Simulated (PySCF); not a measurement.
C7H13P.
Z-matrix (Å and degrees, PBE0-D3(BJ)/def2-SVP geometry), rows numbered from 1:
```
C 
C   1  1.5388
P   2  1.8638  1  113.31
C   3  1.8643  2   96.57  1   -60.12
C   4  1.5390  3  113.27  2    37.10
C   5  1.5336  4  112.50  3    20.93
C   6  1.5336  1  110.51  2   -73.94
C   7  1.5391  6  112.50  1    48.79
H   1  1.1027  2  109.80  3   143.06
H   1  1.1031  2  109.97  3  -100.64
H   2  1.1029  1  111.47  3  -119.25
H   2  1.1013  1  111.59  3   122.79
H   4  1.1012  3  108.56  2   -87.45
H   4  1.1030  3  105.73  2   159.40
H   5  1.1028  4  109.75  3   143.25
H   5  1.1030  4  109.97  3  -100.44
H   6  1.1018  1  108.35  2   167.38
H   7  1.1029  6  109.56  1   -73.63
H   7  1.1029  6  108.78  1   170.87
H   8  1.1013  3  108.39  2   175.48
H   8  1.1030  3  105.84  2    62.40
```

Method used: PySCF 2.14.0, density-fitted response routines, TDDFT B3LYP/def2-SVPD, vertical, gas phase, core orbitals frozen in the response.

Kohn–Sham orbitals with the atoms that hold most of them (Löwdin shares over 4%, at most four atoms; ? is withheld):

```
orbital  ε (eV)                           atoms
 HOMO-3   -8.98   C6 19%, H17 12%, C5 7%, C7 7%
 HOMO-2   -7.70  C8 17%, P3 14%, C6 10%, C7 10%
 HOMO-1   -7.70  C4 15%, P3 14%, C2 13%, C6 10%
   HOMO   -6.11                               ?
   LUMO       ?                               ?
 LUMO+1    0.91  P3 18%, H21 11%, C8 10%, C4 9%
 LUMO+2    0.91  P3 18%, C2 11%, H11 9%, H14 9%
```

(1) Which atoms hold the LUMO, and with what shares?

(2) Give the leading atoms of the HOMO.

(3) What is the LUMO energy, and the HOMO–LUMO gap?

Answers

(1) C7 (bonded to 2 C and 2 H) 7%; C1 (bonded to 2 C and 2 H) 7%; C5 (bonded to 2 C and 2 H) 7%; H17 (bonded to C) 6%. By element: carbon 22% or more, hydrogen 6% or more.

(2) P3 (bonded to 3 C) 57%; C4 (bonded to C, P and 2 H) 8%; C2 (bonded to C, P and 2 H) 8%; C8 (bonded to C, P and 2 H) 8%. By element: phosphorus 57%, carbon 25% or more.

(3) ε(LUMO) = 0.21 eV; the gap is 6.32 eV (0.2324 hartree).

Within 0.005 eV of a neighbour in this list lie HOMO-2/HOMO-1 and LUMO+1/LUMO+2 (point group found: C3); within a degenerate set the shares of single atoms can hang on how the components are chosen.

**Question.** How does S1 compare with the orbital gap of 6.32 eV?

**Answer.** S1 is at 5.56 eV (f = 0.033), 0.76 eV below the gap, made of HOMO→LUMO (99%). 

Next come S2 at 6.22 eV (f 0.027), HOMO→LUMO+1/LUMO+2 (98%); S3 at 6.22 eV (f 0.027), HOMO→LUMO+1/LUMO+2 (98%); S4 at 6.67 eV (f 0.0039), HOMO→LUMO+3 (91%); S5 at 6.67 eV (f 0.044), HOMO→LUMO+4 (93%).

Orbitals of the list HOMO-3 to LUMO+2 that lie within 0.01 eV of each other are written together with a slash and their weights summed (≥ marks a lower bound); for degenerate orbitals outside that list single weights are arbitrary.

Without π bonds the low states are Rydberg-like; a valence basis with one diffuse set may place them up to an eV too high.
